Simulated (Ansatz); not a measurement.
Consider the ligand exchange at the Al–N bond: `O=C[N]([AlH2])[SiH3]` + `[OH][GaH2]` → `[AlH2][O][GaH2]` + `O=CN[SiH3]`.

Calculated with Ansatz (gas phase, PBE0-D4/def2-TZVP geometries, no zero-point term in ΔE). CBS: MP2 limit from def2 TZ/QZ plus the TZ coupled-cluster correction, frozen cores. DFT in def2-TZVPP. B3LYP here is the variant with VWN-RPA as its local correlation; programs differ in this. For Ga outer-core shells are correlated without core-valence functions, which leaves a few kJ/mol of doubt a bond. Scalar relativity is left out up to krypton. Each species was taken in one conformer, which may not be the lowest.

`O=C[N]([AlH2])[SiH3]`:

Z-matrix (Å, degrees):
```
Si
N 1 1.774
H 1 1.480 2 111.3
H 1 1.487 2 104.0 3 117.5
H 1 1.480 2 111.3 3 -125.0
C 2 1.372 1 111.3 3 62.6
Al 2 1.813 1 126.7 3 -117.3
O 6 1.210 2 123.2 1 -0.1
H 6 1.105 2 115.3 1 180.0
H 7 1.574 2 118.0 1 0.1
H 7 1.579 2 115.8 1 -179.9
```

`[OH][GaH2]`:

```xyz
5

O     0.622    0.127   -1.107
Ga   -0.289   -0.274    0.379
H     0.939    1.031   -1.139
H    -0.470    0.859    1.442
H    -0.802   -1.742    0.425
```

`[AlH2][O][GaH2]`:

```xyz
7

Al   -0.587   -1.577    0.180
O    -0.004   -0.017    0.003
Ga    0.607    1.632   -0.186
H    -1.947   -1.797    0.961
H     0.245   -2.774   -0.440
H     0.140    2.388   -1.469
H     1.546    2.144    0.951
```

`O=CN[SiH3]`:

Cartesian coordinates in Å:
```
O 1.216 0.073 1.553
C 0.156 -0.487 1.394
N -0.540 -0.415 0.232
Si 0.120 0.528 -1.100
H -0.321 -1.096 2.184
H -1.415 -0.911 0.182
H 0.254 1.952 -0.722
H 1.420 -0.023 -1.543
H -0.890 0.379 -2.179
```

```
             level  ΔE (kcal/mol)
          B3LYP-D4          -15.6
           ωB97X-V          -15.1
           ωB97M-V          -14.7
            B2PLYP          -16.2
              PBE0          -14.8
CCSD(T)/def2-TZVPP          -14.4
    MP2/def2-QZVPP          -14.4
     MP2/CBS(def2)          -14.2
```

(1) What does CCSD(T)/CBS give? (An estimate is asked.)

Largest T1 diagnostic among the species: 0.015.

Answers

(1) The calculation gave: -14.1 kcal/mol. The listed levels differ from it by -1.5, -1.0, -0.6, -2.1, -0.7, -0.3, -0.3, -0.1 kcal/mol.

The D4 term adds +1.4 kcal/mol with B3LYP and +0.8 kcal/mol with PBE0; it sums over pairs of atoms, weighted by their polarisabilities, and B3LYP, whose exchange is more repulsive, gets the larger term. In def2-TZVPP, CCSD(T) changes the Hartree–Fock value by +5.3 kcal/mol (the triples alone add +0.9 kcal/mol) and MP2 by +5.2 kcal/mol.
